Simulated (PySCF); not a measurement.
# GaN and its ions

UHF-CCSD(T); PySCF, no relativity, basis sets Ga 6-31G(d,p), N 6-31G(d,p). Neutral (UHF): triplet (π ↑↑), Re = 2.021 Å, ωe = 505 cm⁻¹, De = 1.58 eV.

GaN⁺ (UHF): quartet (σ ↑, π ↑↑), Re = 2.952 Å, ωe = 86.8 cm⁻¹, De = 0.10 eV to Ga⁺ + N. The energies at the minima are -1977.68162 hartree for GaN and -1977.41275 for GaN⁺.

Problem. Work out the adiabatic ionisation energy, without and with harmonic zero-point energies (1 hartree = 27.2114 eV, 1 eV = 8065.5 cm⁻¹), and the change of the bond length.

Solution. At UHF-CCSD(T): 0.26887 hartree = 7.316 eV between the minima; the zero-point term (86.8 − 505.0)/2 cm⁻¹ = -0.026 eV makes it 7.290 eV. Re changes by +93.1 pm against the neutral. The electron leaves a σ orbital, and the ion is left as a loose complex of an ion and an atom.

Correlated steps freeze 10 core orbitals. Weak bonds: GaN⁺. Basis-set superposition, not corrected here, can be much of De in a small basis, most of all at correlated wavefunction levels. Spin–orbit coupling is left out. For an ion De counts to the pair picked by the measured ionisation energies or electron affinities, which need not be the lowest pair at this level. States were picked by a PBE0 search and need not be the measured ground states.
